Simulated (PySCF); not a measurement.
# Ionisation energy along the 12-electron series

Calculated with PySCF 2.14 and a two-component X2C-1e Hamiltonian (Gaussian nucleus, no Breit or QED terms), each ion in its own even-tempered basis scaled to its charge; GMP2 freezes 1s2 and drops the highest virtual spinors. Values in eV. NIST values: (m) measured, (s) semi-empirical, (t) theoretical.

```json
{"ion": "Co(15+)", "configuration": "[Ne] 3s2", "GHF (screened spin-orbit)": "508.34", "GMP2 (screened spin-orbit)": "510.69", "NIST": "511.96 ± 0.06 (s)"}
{"ion": "Ni(16+)", "configuration": "[Ne] 3s2", "GHF (screened spin-orbit)": "566.88", "GMP2 (screened spin-orbit)": "569.30", "NIST": "571.07 ± 0.12 (s)"}
{"ion": "Cu(17+)", "configuration": "[Ne] 3s2", "GHF (screened spin-orbit)": "628.59", "GMP2 (screened spin-orbit)": "631.06", "NIST": "632.5 ± 0.6 (s)"}
```

Between Z = 27 and Z = 29 the GMP2 (screened spin-orbit) value grows as Z to the power 2.96.
